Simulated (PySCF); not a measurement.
**Polarisability and C₆ of Au (gold, neutral)**

[Xe] 4f14 5d10 6s1, 2S determinant. Computed with PySCF 2.14 in def2-QZVPPD with the def2 core potential (60 electrons) (7s5p4d4f2g, 88 functions), with a scalar-relativistic core potential. Coupled (time-dependent) response in atomic units; α is the mean over directions.

| method | mean α (bohr³) | C₆ (like pair) | S(−4) |
| --- | --- | --- | --- |
| UHF | 49.57 | 437.5 | 1623 |
| PBE | 35.33 | 325.1 | 548.2 |
| PBE0 | 36.69 | 333.6 | 635.3 |
| PW91 | 35.12 | 322.3 | 542.6 |

S(−4) is the Cauchy moment in α(ω) = α(0) + S(−4) ω² + …

Reference α: 36 ± 3 bohr³ (recommended; Schwerdtfeger and Nagle, table of static dipole polarizabilities (2023 update)). Published C₆: 427.0 (Gould and Bucko (2016)).

Hartree-Fock lies above the reference because it lacks correlation, which contracts the outer shell.

α(iu) at PBE:

| u (hartree) | α(iu) (bohr³) |
| --- | --- |
| 0 | 35.33 |
| 0.0500 | 34.04 |
| 0.100 | 30.88 |
| 0.200 | 23.69 |
| 0.300 | 18.33 |
| 0.500 | 12.19 |
| 0.750 | 8.370 |
| 1.00 | 6.230 |
| 1.50 | 3.912 |
| 2.00 | 2.699 |
| 3.00 | 1.501 |
| 5.00 | 0.6498 |

Energies and moments cover only the electrons outside the core potential. Spin-orbit coupling, which splits the p, d and f shells strongly at this Z, is absent.
